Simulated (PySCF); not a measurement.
C2H4O2Si.
Bonds: O1–C2 (double), C2–Si3, Si3–C4, C4–O5 (double). Hydrogens: H6 on C2; H7, H8 on Si3; H9 on C4.

Computed with PySCF, PBE0-D3(BJ)/def2-SVP geometry optimisation, gas phase.

Q: What internal coordinates does the optimisation give?

A: 
```tsv
bond	length (bohr)
O1=C2, C4=O5	2.276
C2–Si3, Si3–C4	3.660
C2–H6, C4–H9	2.127
Si3–H7, Si3–H8	2.816
```

Bonds in one row agree within 0.02 bohr and their mean is given. A selection of angles:
```tsv
angle	degrees
O1–C2–Si3	121.1
O1–C2–H6	120.3
Si3–C2–H6	118.5
C2–Si3–C4	104.3
C2–Si3–H7	111.2
C2–Si3–H8	108.3
C4–Si3–H7	108.8
H7–Si3–H8	113.0
Si3–C4–H9	117.9
```

Torsions: O1–C2–Si3–C4 87° (synclinal); C2–Si3–C4–O5 96° (anticlinal). The mirror-image conformer, all signs reversed, is as good.

Si3 (SiH2 silicon) is distorted tetrahedral (angles from 104.3° to 113.0°).

Point group: near C2, missed by 0.16 Å at most; the miss may be what the optimiser left on a soft mode. No frequency check. The numbers are those of one conformer.
